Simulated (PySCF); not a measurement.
Compound: C₅H₁₀GeO.
Atom-mapped SMILES: `[CH3:1][O:2][C@@H:3]1[CH:4]=[CH:5][CH2:6][GeH2:7]1` (hydrogens: H8, H9, H10 on C1; H11 on C3; H12 on C4; H13 on C5; H14, H15 on C6; H16, H17 on Ge7)

Computed, not measured: TDDFT CAM-B3LYP/def2-SVPD, vertical, gas phase, core orbitals frozen in the response (PySCF 2.14.0, density-fitted response routines). One conformer (not necessarily the lowest) at the PBE0-D3(BJ)/def2-SVP geometry, without solvent, vibrations or thermal averaging. Relativistic effects, spin–orbit coupling among them, are left out although an element past zinc is present.

Frontier orbitals with the atoms that hold most of them (Löwdin shares over 4%, at most four atoms; ? is withheld):

```csv
orbital,ε (eV),atoms
LUMO+2,1.32,"C5 20%, C4 18%, Ge7 14%, C6 6%"
LUMO+1,1.30,"C1 14%, C5 12%, Ge7 10%, C4 9%"
LUMO,1.12,?
HOMO,?,"O2 31%, C3 17%, Ge7 12%, C4 9%"
HOMO-1,-8.83,?
HOMO-2,-9.88,"C6 30%, Ge7 20%, C5 12%, O2 7%"
HOMO-3,-10.35,"O2 36%, C3 13%, Ge7 11%, H17 9%"
```

(1) Which atoms hold the HOMO-1, and with what shares?

(2) Give the leading atoms of the LUMO.

(3) What is the HOMO energy, and the HOMO–LUMO gap?

## Answers

(1) C4 (bonded to 2 C and H) 28%; C5 (bonded to 2 C and H) 25%; O2 (bonded to 2 C) 12%; C6 (bonded to C, Ge and 2 H) 10%. By element: carbon 63% or more, oxygen 12%.

(2) Ge7 (bonded to 2 C and 2 H) 40%; H17 (bonded to Ge) 9%; H16 (bonded to Ge) 7%; C6 (bonded to C, Ge and 2 H) 7%. By element: germanium 40%, hydrogen 16% or more, carbon 7% or more.

(3) ε(HOMO) = -8.13 eV; the gap is 9.25 eV (0.3400 hartree).

How does S1 compare with the orbital gap of 9.25 eV?

S1 is at 6.18 eV (f = 0.023), 3.07 eV below the gap, made of HOMO→LUMO+1 (46%), HOMO→LUMO+2 (43%). Its leading pair isn't HOMO and LUMO; the energies of that pair differ by 9.44 eV. 

Next come S2 at 6.51 eV (f 0.014), HOMO→LUMO+2 (47%), HOMO→LUMO+1 (23%), HOMO→LUMO (14%); S3 at 6.60 eV (f 0.030), HOMO→LUMO (64%), HOMO→LUMO+1 (16%); S4 at 6.99 eV (f 0.024), HOMO-1→LUMO+2 (34%), HOMO→LUMO+3 (26%), HOMO-1→LUMO+1 (14%); S5 at 7.15 eV (f 0.013), HOMO-1→LUMO (60%), HOMO-1→LUMO+3 (15%).

On one thread, Arm Neoverse V2 (aarch64) (shared host), this took 4.0 min wall (grids of density and orbitals included) and 1.4 GiB of memory at its peak.
